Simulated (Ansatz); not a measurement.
```yaml
crystal:
  periodic: [false, false, false]
  atoms:
    - {symbol: C, position_ang: [-0.227686, -0.087816, -0.781809]}
    - {symbol: Al, position_ang: [0.242398, 0.419069, 1.004567]}
    - {symbol: Se, position_ang: [0.476865, -1.699227, 0.308613]}
    - {symbol: H, position_ang: [-1.253080, -0.271744, -1.090942]}
    - {symbol: H, position_ang: [0.421033, 0.091988, -1.634821]}
    - {symbol: H, position_ang: [0.382568, 1.483729, 2.148192]}
basis:
  gaussian: {orbitals: 6-31G}
total_charge: 1
magnetization: {spin_polarized: true, initial_magnetization: 2}
hamiltonian: {xc: {name: r2SCAN50}, dispersion: d3bj}
accuracy: high
output: {forces: true}
```

```sh
$ ansatz run in.yaml --threads 2 --pin off --events-out ev --progress --plain --max-ram 4352MiB
```

Shortened log:

```
Error: a molecule whose nuclei and cores have a total charge of 56 cannot have a net charge of 1 together with 2 unpaired electrons
```

(1) Something in this input is off. What?

## Answers

(1) The number of unpaired electrons doesn't fit the electron count. The input was rejected before any iteration.
